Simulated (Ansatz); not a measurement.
A calculation with Ansatz (development build ahead of 0.2.0).

```yaml
crystal:
  periodic: [false, false, false]
  atoms:
    - { symbol: "Y", position_ang: [0.0, 0.0, -0.28052] }
    - { symbol: O, position_ang: [0.0, 0.0, 1.36755] }
basis:
  gaussian: { orbitals: def2-TZVP }
magnetization:
  spin_polarized: true
  initial_magnetization: 1
hamiltonian:
  xc: hf
```

The input is written out in the form of the current development build from the run's settings. The basis set brings a core potential for Y, so the total leaves out those core electrons.

Results

| Item | Value |
| --- | --- |
| Converged | yes |
| Total energy | -112.76205 hartree |
| Spin squared of the determinant | 0.753 |
